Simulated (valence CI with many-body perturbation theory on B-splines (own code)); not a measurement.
**Level structure of Kr¹⁵⁺**

Method: valence CI with perturbative core correlation (CI+MBPT): three valence electrons over a frozen Dirac-Fock core [Ar], radial functions for each j: 7 s, 7 p, 8 d, 6 f, 4 g, 1 h, with the one-electron correlation potential Σ1 (screened to all orders), the two-electron term Σ2, the three-electron term Σ3, Breit, model QED; selected single and double excitations, second order for the rest, scaled by the run's own slope (own B-spline code, finite nucleus).

No measured levels were compared; by estimate terms of the open shell hold to 2 to 4 % of their energy, and close levels can change places. Only levels of the ground parity were solved; by the run's estimate the other parity begins above the list, which can be wrong where configurations are misplaced.

Levels 1 to 19 of 19, with energies above the lowest level, 3d3 4F_3/2. "Leading %" is the weight of the configuration and term that name the level; weights of strongly mixed levels are sums over their largest components and can fall short, so below about 35 % the name and the second component can differ from the true leading terms, or belong to a minority configuration. In the jj column 3d3/2^4 stands for four electrons in 3d with j = 3/2. Lifetimes count E1, E2, E3, M1 and M2 decay at the calculated energies, and are blank where another channel may lead or the interval is too uncertain; long ones can be off by a factor of two.

```tsv
No.	Configuration	Term	J	E (cm⁻¹)	Leading %	Leading jj	Lifetime
1	3d3	4F	3/2	0.0	96	3d3/2^3 (50 %)	
2	3d3	4F	5/2	5909	99	3d3/2^2 3d5/2 (83 %)	115 ms
3	3d3	4F	7/2	12549	98	3d3/2 3d5/2^2 (69 %)	80.8 ms
4	3d3	4F	9/2	19250	94	3d3/2 3d5/2^2 (51 %)	127 ms
5	3d3	4P	3/2	43005	71	3d3/2^2 3d5/2 (64 %)	30.2 ms
6	3d3	4P	1/2	44349	88	3d3/2^2 3d5/2 (84 %)	431 ms
7	3d3	2G	7/2	50747	98	3d3/2 3d5/2^2 (52 %)	9.11 ms
8	3d3	4P	5/2	53490	97	3d3/2 3d5/2^2 (65 %)	49.1 ms
9	3d3	2G	9/2	53889	62	3d3/2^2 3d5/2 (72 %)	8.12 ms
10	3d3	2D	3/2	62643	54	3d3/2 3d5/2^2 (80 %)	3.35 ms
11	3d3	2P	1/2	66516	88	3d3/2 3d5/2^2 (84 %)	10.6 ms
12	3d3	2H	11/2	72677	100	3d3/2 3d5/2^2 (100 %)	32.3 ms
13	3d3	2H	9/2	73208	67	3d5/2^3 (47 %)	7.76 ms
14	3d3	2D	5/2	75662	96	3d3/2 3d5/2^2 (57 %)	4.39 ms
15	3d3	2P	3/2	82102	58	3d5/2^3 (86 %)	3.77 ms
16	3d3	2F	7/2	106820	99	3d3/2 3d5/2^2 (78 %)	7.85 ms
17	3d3	2F	5/2	108850	97	3d3/2 3d5/2^2 (50 %)	10.9 ms
18	3d3	2D	5/2	163730	97	3d5/2^3 (43 %)	1.41 ms
19	3d3	2D	3/2	165630	100	3d3/2 3d5/2^2 (87 %)
```

Names give the largest LS component (configuration and term), which can be under half, so a name can repeat, a term be missing and a line seem to break the LS rules; names also repeat where a configuration has a term twice.

The ionisation energy to 3d2 3F_2 of the next ion comes out as 540.39 eV (NIST: 540 ± 3 eV (theoretical)). All 19 levels together are meant to be complete up to 172250 cm⁻¹.
